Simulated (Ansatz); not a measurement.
`O[Si](F)([SiH3])I` + H₂O → `O[Si](O)(F)[SiH3]` + HI  (formal hydrolysis of the Si–I bond)

Gas-phase electronic energies from Ansatz, PBE0-D4/def2-TZVP geometries. CBS: MP2 limit from def2 TZ/QZ plus the TZ coupled-cluster correction, frozen cores. This one scheme is used for every species. Functionals use def2-TZVPP. B3LYP here is the variant with VWN-RPA as its local correlation; programs differ in this. HSE06 is defined as in plane-wave codes. Elements past krypton have def2 core potentials. For I outer-core shells are correlated without core-valence functions, which leaves a few kJ/mol of doubt a bond. One conformer a species, not always the lowest.

```
         level  ΔE (kcal/mol)
   LDA (SPW92)           -5.9
     revPBE-D4           -2.8
      B3LYP-D4           -6.0
      HSE06-D4           -3.5
      BHLYP-D4           -6.5
   HF/def2-SVP           -9.4
 HF/def2-QZVPP          -10.1
MP2/def2-QZVPP           -3.2
```

What does CCSD(T)/CBS give? (Estimate.)

Computed: -4.5 kcal/mol. The listed levels differ from it by -1.4, 1.7, -1.5, 1.0, -2.0, -4.9, -5.6, 1.3 kcal/mol.

Largest T1 diagnostic among the species: 0.013.

Leaving LDA and LC-ωPBE aside and taking each functional with its dispersion term where it has one, the values, not all of them listed here, spread over 5.6 kcal/mol, from CAM-B3LYP-D4 to revPBE-D4. LDA lies −1.8 kcal/mol from PBE without D4. From BLYP to BHLYP (50 % exact exchange), in def2-TZVPP and without D4, ΔE moves by −1.4 kcal/mol. In def2-TZVPP, CCSD(T) changes the Hartree–Fock value by +2.7 kcal/mol (the triples alone add +0.8 kcal/mol) and MP2 by +5.2 kcal/mol.

CCSD(T)/CBS has its own doubt, a few kJ/mol and more with outer-core shells, so smaller differences from it don't rank the levels.
